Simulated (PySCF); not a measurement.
Species: benzeneseleninic acid, C6H6O2Se.
SMILES: `O=[Se@](O)c1ccccc1`

A linear-response calculation (PySCF, def2-SVPD basis, gas phase, vertical, core orbitals frozen in the response) gave these numbers; the functional is withheld.

Orbital energies (eV): HOMO-3 -8.55, HOMO-2 -8.00, HOMO-1 -7.96, HOMO -7.56, LUMO -1.59, LUMO+1 -0.90, LUMO+2 -0.22.

```tsv
state	E (eV)	f	main configurations (H = HOMO, L = LUMO)
S1	4.59	0.012	H→L (94%)
S2	5.23	0.0077	H-1→L (68%), H-2→L+1 (23%)
S3	5.55	0.043	H→L+1 (48%), H-2→L (40%)
S4	5.63	0.100	H-2→L (42%), H→L+1 (41%)
S5	5.86	0.013	H-3→L (45%), H→L+2 (27%), H→L+3 (16%)
S6	6.03	0.026	H→L+2 (58%), H-3→L (33%)
```

Triplets (Tamm–Dancoff): T1 3.97 eV, H-2→L (46%), H-1→L+1 (26%), H→L (12%); T2 4.17 eV, H→L (77%), H-2→L (8%); T3 4.50 eV, H-1→L (82%); T4 4.66 eV, H-1→L+1 (62%), H-2→L (32%).

Vertical ionisation energy by ΔSCF with the same functional: 9.34 eV. Mean static polarisability: 103.2 au.

Problem. Which of these was used?
A. wB97X-D
B. PBE
C. PBE0
D. HF

Solution. C. PBE0 is a global hybrid with 25% exact exchange. In this run −ε(HOMO) = 7.56 eV differs from the ΔSCF value by -1.79 eV, and S1 differs from the orbital gap of 5.97 eV by -1.38 eV. The ratio −ε(HOMO)/IP is 0.81. Small neutral molecules mostly give 0.7 to 0.83 with PBE0, 0.5 to 0.7 with PBE, 0.89 to 0.99 with wB97X-D; with Hartree–Fock the ratio is 1 or more (Koopmans' value less the relaxation energy is the ΔSCF value).

Computed, not measured: PySCF, TDDFT PBE0/def2-SVPD, vertical, gas phase, core orbitals frozen in the response. One conformer (not necessarily the lowest) at the PBE0-D3(BJ)/def2-SVP geometry, without solvent, vibrations or thermal averaging. Relativistic effects, spin–orbit coupling among them, are left out although an element past zinc is present.

Conformer computed: `[O:1]=[Se@:2]([OH:3])[c:4]1[cH:5][cH:6][cH:7][cH:8][cH:9]1`: O1–Se2–C4–C5 -7°, H–O3–Se2–O1 -47°.
